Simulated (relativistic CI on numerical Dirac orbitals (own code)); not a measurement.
Re LI: sensitivity of the levels to the model

Base calculation: Dirac-Coulomb-Breit CI, orbitals from a KLI potential per configuration, model QED, unscaled Slater integrals.

CI space (outside the closed core [Ne]): 3s2.3p6.3d7, 3s2.3p5.3d8, 3s2.3p4.3d9, 3s.3p6.3d8, 3p6.3d9, 3s.3p5.3d9, 3s2.3p6.3d6.4s, 3s2.3p6.3d6.4p, 3s2.3p4.3d8.4s, 3s2.3p6.3d6.4d, 3s2.3p4.3d8.4p, 3s2.3p5.3d7.4s, 3s2.3p6.3d6.4f, 3s2.3p4.3d8.4d, 3s.3p5.3d8.4s, 3s2.3p5.3d7.4p, 3s.3p5.3d8.4p, 3s2.3p5.3d7.4d, 3s2.3p6.3d5.4s2, 3s.3p5.3d8.4d, 3s.3p6.3d7.4s, 3p6.3d8.4s, 3s2.3p6.3d5.4s.4p, 3s2.3p5.3d7.4f, 3p6.3d8.4p, 3s2.3p6.3d6.5s, 3s.3p6.3d7.4p, 3s2.3p6.3d5.4p2, 3s2.3p6.3d6.5p, 3p6.3d8.4d, 3s2.3p5.3d6.4s2, 3s2.3p6.3d6.5d, 3s2.3p6.3d6.5f, 3s.3p6.3d6.4s2, 3s2.3p5.3d7.5s, 3s2.3p6.3d6.6s. Levels of other configurations are missing.

The lowest level and the first level of each name with at least 55 % of one term (blank where a level has no safe partner in the second run):

```tsv
Level	Base (eV)	Shift (eV)
3s2.3p6.3d7 4F_9/2	0.000	0.000
3s2.3p6.3d7 4F_7/2	70.102	0.000
3s2.3p6.3d7 4P_5/2	82.655	0.000
3s2.3p6.3d7 2H_11/2	85.736	0.000
3s2.3p6.3d7 2F_5/2	97.707	0.000
3s2.3p6.3d7 2D_3/2	116.359	+0.001
3s2.3p6.3d7 4F_5/2	147.730	0.000
3s2.3p6.3d7 2H_9/2	156.765	0.000
3s2.3p5.3d8 4G°_11/2	419.333	+0.313
3s2.3p5.3d8 2D°_5/2	431.462	+0.313
3s2.3p5.3d8 2F°_7/2	432.700	+0.313
3s2.3p5.3d8 4F°_9/2	439.505	+0.313
3s2.3p5.3d8 4G°_9/2	498.484	+0.313
3s2.3p5.3d8 2H°_11/2	521.043	+0.313
3s2.3p5.3d8 2G°_9/2	539.319	+0.313
3s2.3p5.3d8 2F°_5/2	552.486	+0.314
3s2.3p5.3d8 4D°_1/2	600.579	+0.314
3s2.3p5.3d8 2H°_9/2	857.718	+0.313
3s2.3p4.3d9 4F_9/2	876.784	+0.577
```

At this charge energies of transitions that change n are usually good to better than 1 %, and those within a shell (Δn = 0) to a few per cent.

Task: One thing was changed in a second run, which moved the levels as shown. Which?
A. Breit term removed
B. configuration mixing switched off
C. P86 correlation estimate
D. QED terms removed
E. one mean potential for all configurations

Result: C. P86 correlation estimate. A correlation estimate moves all levels of a configuration together before mixing; mixed levels move by a weighted share.

LS names give the leading component of a level, which can be under half, so a name can repeat, a term be missing and a line seem to break the LS rules.
